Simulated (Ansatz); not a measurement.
Cartesian coordinates in Å:
```
C -1.131 -0.762 -0.662
C 0.312 -0.320 -0.412
C 1.077 -0.350 -1.734
C 0.973 -1.283 0.571
C 0.324 1.104 0.167
Zr -1.153 1.576 1.739
F -2.771 1.999 0.834
F -1.321 0.074 2.898
F -0.449 3.088 2.649
H -1.165 -1.742 -1.146
H -1.661 -0.053 -1.304
H -1.695 -0.865 0.275
H 1.101 -1.361 -2.153
H 2.109 -0.019 -1.593
H 0.611 0.309 -2.472
H 2.012 -0.996 0.756
H 0.451 -1.303 1.531
H 0.974 -2.301 0.173
H 0.069 1.829 -0.626
H 1.332 1.377 0.508
```

Charge 0, multiplicity 1. Zr takes the def2 core potential.

(1) List the r2SCAN/def2-TZVPP orbital energies in eV (the Gaussian-basis code of Ansatz). (Estimate.)

Results:

(1) Ansatz gave: Occupied: -665.96, -665.95, -665.92, -273.79, -273.07, -272.83, -272.81, -272.62, -57.48, -35.19, -35.19, -34.28, -30.01, -29.25, -29.21, -21.74, -18.11, -17.95, -17.53, -13.88, -11.86, -11.74, -11.40, -11.34, -11.33, -11.14, -10.85, -10.75, -10.43, -10.36, -10.21, -10.17, -10.14, -10.02, -9.35, -9.31, -8.61, -8.30, -8.27, -6.58. Lowest empty: -1.85, -1.75, -0.42, -0.32, -0.29, -0.25, 0.84, 1.02.
